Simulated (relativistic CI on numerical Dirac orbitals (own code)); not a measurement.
Electric-dipole transitions in In15+

Calculated at this level of theory: Dirac-Coulomb-Breit CI, orbitals from a KLI potential per configuration, a model potential for QED, unscaled Slater integrals (own radial code, finite nucleus).

CI space (outside the closed core [Ar] 3d10): 4s²4p⁴, 4s4p⁵, 4p⁶, 4s²4p³4d, 4s4p⁴4d, 4s²4p³4f, 4s4p⁴4f, 4p⁵4d, 4s4p³4d², 4s²4p³5s, 4s²4p²4d4f, 4p⁴4d², 4p³4d³, 4p³4d²4f, 4p³4d²5s. Double excitations out of closed p, d and f shells are left out; levels of such configurations are missing from the list, as are those of other unlisted configurations, and high levels can miss mixing partners.

```csv
λ vac (Å),Lower,Upper,A (s⁻¹),log gf,S velocity/length
130.67,4s4p⁵ ³P°2 [6],4s4p⁴4d ³P2 [94],3.13e+11,0.60,0.81
131.44,4s4p⁵ ³P°2 [6],4s4p⁴4d ³D3 [93],2.62e+11,0.68,0.86
131.93,4s4p⁵ ³P°1 [7],4s4p⁴4d ³P2 [97],2.63e+11,0.54,0.83
133.43,4s4p⁵ ³P°2 [6],4s4p⁴4d ³D3 [92],1.09e+11,0.31,0.85
134.02,4s4p⁵ ¹P°1 [9],4s²4p³4f ¹D2 [111],1.87e+11,0.40,0.86
140.20,4s²4p⁴ ³P1 [3],4s²4p³4d ¹D°2 [45],1.44e+11,0.33,0.79
141.07,4s²4p⁴ ³P2 [1],4s²4p³4d ³D°3 [39],4.23e+11,0.95,0.80
141.60,4s²4p⁴ ¹D2 [4],4s²4p³4d ¹F°3 [46],4.65e+11,0.99,0.82
143.92,4s²4p⁴ ³P0 [2],4s²4p³4d ³P°1 [41],2.57e+11,0.38,0.75
144.56,4s²4p⁴ ¹D2 [4],4s²4p³4d ¹D°2 [45],2.34e+11,0.56,0.68
144.73,4s²4p⁴ ³P1 [3],4s²4p³4d ³D°1 [44],2.87e+11,0.43,0.76
145.55,4s²4p³4d ⁵D°2 [10],4s²4p³4f ⁵F3 [103],1.45e+11,0.51,0.98
146.28,4s²4p⁴ ³P2 [1],4s²4p³4d ³P°2 [35],2.73e+11,0.64,0.79
146.33,4s²4p⁴ ³P2 [1],4s²4p³4d ¹P°1 [34],2.20e+11,0.33,0.78
146.81,4s²4p³4d ⁵D°3 [12],4s²4p³4f ⁵F4 [102],1.63e+11,0.68,0.99
146.92,4s²4p³4d ⁵D°2 [15],4s²4p³4f ³F3 [107],1.57e+11,0.55,0.97
148.70,4s²4p⁴ ³P1 [3],4s²4p³4d ³D°2 [42],2.29e+11,0.58,0.78
149.28,4s²4p³4d ⁵D°4 [14],4s²4p³4f ⁵F5 [101],1.85e+11,0.83,1.01
150.65,4s²4p⁴ ¹S0 [5],4s²4p³4d ¹P°1 [47],3.65e+11,0.57,0.72
151.91,4s²4p³4d ³G°5 [26],4s²4p³4f ³H6 [117],1.43e+11,0.81,1.12
```

Terms are leading LS components. Brackets give the number of a level in order of energy, since labels repeat. The list gives strong lines, with weight on those to low levels, among the lowest 200 of 3053 levels, so that lines to higher ones, which can be the strongest, are missing. Levels whose partners in the same complex of configurations lie outside the list can be far off, and so can their lines. Rates are taken at the computed energies, electric ones in the length gauge. A velocity-to-length ratio far from 1 marks an uncertain rate.

At this charge energies of transitions that change n are usually good to better than 1 %, and those within a shell (Δn = 0) to a few per cent.

LS names give the leading component of a level, which can be under half, so a name can repeat, a term be missing and a line seem to break the LS rules.
